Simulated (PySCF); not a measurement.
C3H9FOSi, SMILES CC(C)(F)[SiH2]O.

Geometry optimised at r2SCAN-D4/def2-SVP. This is a generated structure with no PubChem entry under its InChIKey; it may be hypothetical. Other conformers were not sampled.

All values below come from SMD-M06-2X/6-31G* in PySCF.

Solvation free energies are E(SMD) − E(gas) at the gas-phase geometry, for 1 M in both phases. In vacuum the dipole moment is 1.78 D.

| solvent | ΔG(solv) (kcal/mol) | its non-electrostatic (CDS) part | dipole (D) |
|---|---|---|---|
| water | … | … | … |
| acetonitrile | -4.9 | -0.3 | 2.22 |
| methanol | -6.5 | 0.4 | 2.32 |

Task: Complete the blanks. (The exact figures need the calculation; the answer reports its results.)

Result: 
- water, ΔG(solv) (kcal/mol): -3.1
- water, its non-electrostatic (CDS) part: 4.0
- water, dipole (D): 2.34
